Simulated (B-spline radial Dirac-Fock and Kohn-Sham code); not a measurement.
# Binding energies of K³⁺ at several levels of theory

System: the K³⁺ ion, 1s2 2s2 2p6 3s2 3p4.

The density-functional columns are spherical, spin-unpolarised Dirac-Kohn-Sham results without Breit or QED terms: −ε is minus the orbital energy of the initial state and ΔSCF the difference of two total energies. The reference in the last column comes from Dirac-Fock ΔSCF + Breit + QED. All numbers are from a radial B-spline solver, in eV; a selection of levels is shown. The Kohn-Sham columns are given as differences from the reference.

```csv
level,PBE −ε − DF,PBE ΔSCF − DF,LDA −ε − DF,LDA ΔSCF − DF,Dirac-Fock
K (1s),-96.4,+17.2,-107.1,+6.1,3662.2
L1 (2s),-36.1,-13.3,-37.3,-14.4,432.0
L2 (2p1/2),-24.5,+1.1,-24.6,+1.0,349.2
M1 (3s),-9.6,-0.9,-9.8,-1.1,82.04
"M2,3 (3p)",-7.0,+1.3,-6.9,+1.4,61.73
```

Values without a named source are computed, but for edge energies of neutral atoms, which are taken from tables.
